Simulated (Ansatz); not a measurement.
The same ligand exchange along the group B, Al, In.

Computed with Ansatz on PBE0-D4/def2-TZVP structures; ΔE is electronic, products minus reactants. CBS: MP2 limit from def2 TZ/QZ plus the TZ coupled-cluster correction, frozen cores. This one scheme is used for every species. Functionals use def2-TZVPP. Elements past krypton have def2 core potentials. For In outer-core shells are correlated without core-valence functions, which leaves a few kJ/mol of doubt a bond. Each species was taken in one conformer, which may not be the lowest.

| reaction | LDA (SPW92) (kcal/mol) | CCSD/CBS(def2) (kcal/mol) | CCSD(T)/CBS(def2) (kcal/mol) |
| --- | --- | --- | --- |
| `[SiH3]N([SiH3])B(Cl)Cl` + HCl → boron trichloride + `[SiH3]N[SiH3]` | 9.8 | 9.3 | 9.8 |
| `[SiH3][N]([SiH3])[Al]([Cl])[Cl]` + HCl → aluminium trichloride + `[SiH3]N[SiH3]` | -11.5 | -13.0 | -12.1 |
| `[SiH3][N]([SiH3])[In]([Cl])[Cl]` + HCl → `[Cl][In]([Cl])[Cl]` + `[SiH3]N[SiH3]` | -18.6 | -18.2 | -16.8 |

Largest T1 diagnostic: 0.013, for `[SiH3][N]([SiH3])[In]([Cl])[Cl]`.
